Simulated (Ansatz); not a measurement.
CH6OSi2 (`O=C[SiH2][SiH3]`), 10 atoms. Total charge 0; spin multiplicity 1. All runs use 2 threads of an Arm Neoverse V2 on a shared host. Correlated methods freeze the cores.

Problem. How many basis functions does each run have, and how long does it take in Ansatz? direct RPA on PBE orbitals/def2-TZVPP energy; RKS B97M-V/def2-TZVPP energy; RHF-CCSD(T)/def2-TZVPP energy; RKS PBE0-D4/def2-SVP energy; RHF-CCSD(T)/def2-SVP energy; RKS PBE0-D4/def2-QZVPP energy; RHF-MP2/def2-QZVPP energy; RKS PBE0-D4/def2-TZVP frequencies; RKS PBE-QIDH (frozen core)/def2-TZVPP energy; RKS SPW92 (LDA)/def2-TZVPP energy; RKS PBE0-D4/def2-TZVP relaxation (18 steps); RKS B3LYP-D4/def2-TZVPP energy and forces. (An estimate is asked.)

Solution. Ansatz gave: Other jobs shared the machine, so times are rough.

| level | job | functions | wall time | peak host memory (GiB) |
| --- | --- | --- | --- | --- |
| RKS PBE0-D4/def2-SVP | energy | 94 | 1.2 s | 0.44 |
| RKS SPW92 (LDA)/def2-TZVPP | energy | 230 | 1.6 s | 0.27 |
| RHF-CCSD(T)/def2-SVP | energy | 94 | 3.6 s | 0.44 |
| direct RPA on PBE orbitals/def2-TZVPP | energy | 230 | 5.5 s | 0.46 |
| RKS B3LYP-D4/def2-TZVPP | energy and forces | 230 | 5.5 s | 0.58 |
| RKS PBE-QIDH (frozen core)/def2-TZVPP | energy | 230 | 7 s | 0.52 |
| RKS PBE0-D4/def2-QZVPP | energy | 434 | 10 s | 1.2 |
| RKS B97M-V/def2-TZVPP | energy | 230 | 11 s | 0.35 |
| RHF-MP2/def2-QZVPP | energy | 434 | 25 s | 2.1 |
| RKS PBE0-D4/def2-TZVP | relaxation (18 steps) | 172 | 60 s | 0.38 |
| RHF-CCSD(T)/def2-TZVPP | energy | 230 | 100 s | 3.7 |
| RKS PBE0-D4/def2-TZVP | frequencies | 172 | 2.3 min | 0.44 |

B3LYP here is the variant with VWN-RPA as its local correlation; programs differ in this.
